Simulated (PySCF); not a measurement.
A geometry optimisation on [MoS(CN)4]- (`N#[C][Mo-](=[S])([C]#N)([C]#N)[C]#N`) [radical].

Method: PBE0-D3(BJ)/def2-SVP geometry optimisation, gas phase, def2 core potentials past Kr (PySCF 2.14.0). Start geometry: GFN2-xTB. A driver script takes a list of jobs; this job's settings line and coordinates (Å) are shown.

Input:
```
{"job": {"xc": "PBE0", "basis": "def2-SVP", "d3": "d3bj", "grid": 1, "maxiter": 30, "shake": 0.03, "kind": "geom"}, "charge": -1, "multiplicity": 2}
Mo     0.072440    -0.062550     0.531660
S     -0.004430    -0.002440     2.662810
C      1.896620    -0.019360    -0.226920
N      3.159410    -0.031590    -0.549880
C      0.000980     1.933640    -0.251510
N     -0.009350     3.062200    -0.592830
C     -1.906530    -0.017780    -0.197850
N     -2.993520    -0.046290    -0.541050
C     -0.023940    -1.896020    -0.195510
N     -0.067040    -2.996560    -0.634510
```

Output:
```
step   0  E = -836.90100495  max force = 0.220901
step   1  E = -836.94265782  max force = 0.048721
step   2  E = -836.94399245  max force = 0.024706
step   3  E = -836.94449239  max force = 0.004661
step   4  E = -836.94470010  max force = 0.003751
step   5  E = -836.94476735  max force = 0.002615
step   6  E = -836.94478323  max force = 0.000565
step   7  E = -836.94478746  max force = 0.000705
step   8  E = -836.94478579  max force = 0.000543
step   9  E = -836.94478484  max force = 0.000113
optimisation converged
```

Energies in Eh; «max force» is the largest Cartesian gradient component in Eh/bohr.

Question: Give the first gradient maximum in eV/Å.

Answer: With 1 Eh/bohr = 51.422 eV/Å, 11.359 eV/Å.

Main results: final energy -836.94478 Eh after 9 steps.

Question: Give the final coordinates.

Answer: 0.080 Å rms from the input after alignment:
```
atom  x, y, z in Å
Mo1    0.0137   -0.0074    0.5181
S2     0.0170   -0.0044    2.5960
C3     1.9818   -0.0101   -0.2001
N4     3.0827   -0.0107   -0.5849
C5     0.0146    1.9607   -0.2003
N6     0.0144    3.0613   -0.5859
C7    -1.9569   -0.0055   -0.1934
N8    -3.0587   -0.0033   -0.5756
C9     0.0095   -1.9778   -0.1936
N10    0.0066   -3.0796   -0.5760
```

Question: How long does this job take on one thread of an Arm Neoverse V2, on a shared host? And the peak memory of the process?

Answer: About 5.2 min, with 0.82 GiB resident at the peak, the Python interpreter and its libraries included.
Labels such as C1 count atoms from 1, the log's own numbers from 0.
